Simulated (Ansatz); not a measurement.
`FCCCOCF` + H₂ → `CCCOCF` + H–F  (hydrogenolysis of a C–F bond)

Isolated molecules relaxed with PBE0-D4/def2-TZVP in Ansatz; ΔE leaves out vibrations. CCSD(T)/CBS is the MP2 limit (def2-TZVPP, def2-QZVPP) plus CCSD(T) − MP2 in def2-TZVPP, frozen cores. This one scheme is used for every species. Functionals use def2-TZVPP. Each species was taken in one conformer, which may not be the lowest.

CCSD(T)/CBS gives -24.7 kcal/mol.

Q: Another level gave -22.3 kcal/mol. Which?
A. MP2/def2-TZVPP
B. PBE/def2-TZVPP
C. CCSD(T)/def2-TZVPP
D. ωB97X-V/def2-TZVPP

A: B. PBE -22.3, MP2/def2-TZVPP -25.3, CCSD(T)/def2-TZVPP -23.8, ωB97X-V -21.2 kcal/mol.

Largest T1 diagnostic among the species: 0.011.

The D4 term adds +1.1 kcal/mol with B3LYP and +0.6 kcal/mol with PBE0; it sums over pairs of atoms, weighted by their polarisabilities, and B3LYP, whose exchange is more repulsive, gets the larger term. From PBE to PBE0 (25 % exact exchange), in def2-TZVPP and without D4, ΔE moves by −1.7 kcal/mol.

CCSD(T)/CBS has its own doubt, a few kJ/mol and more with outer-core shells, so smaller differences from it don't rank the levels.

B3LYP here is the variant with VWN-RPA as its local correlation; programs differ in this.
